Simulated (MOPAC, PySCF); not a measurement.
Br₄Si, SMILES `Br[Si](Br)(Br)Br`, neutral singlet in the gas phase. 

Cartesian coordinates (Å):
```xyz
5

Br    -1.1434    -1.5370    -1.0999
Si     0.0000     0.0000     0.0000
Br    -1.0293     1.9469    -0.1718
Br     2.0294     0.1619    -0.8572
Br     0.1433    -0.5718     2.1288
```
Charge 0, multiplicity 1.

All levels are single points at this geometry (B3LYP-D3(BJ)/def2-TZVP); Pople sets use spherical d functions. Orbital energies aren't observables, and empty levels follow the basis.

```tsv
level	HOMO (eV)	LUMO (eV)	gap (eV)	dipole (D)	vertical IE, Delta-SCF (eV)
B3LYP-D3(BJ)/def2-TZVP in PySCF	-8.42	-2.07	6.35	0.00	10.34
PBE-D3(BJ)/def2-TZVP in PySCF	-7.41	-2.68	4.73	0.00	–
B3LYP/3-21G in PySCF	-8.27	-2.08	6.19	0.00	–
B3LYP/6-311+G** (LANL2DZ on Br) in PySCF	-8.56	-2.26	6.30	0.00	–
B3LYP/6-31G* in PySCF	-8.43	-2.21	6.22	0.00	10.38
M06-2X/6-31G* in PySCF	-10.02	-1.30	8.72	0.00	–
HF/3-21G in PySCF	-11.75	1.45	13.21	0.00	–
HF/STO-3G in PySCF	-9.38	5.32	14.69	0.00	–
PM6 in MOPAC	-10.81	-2.22	8.59	0.00	–
```
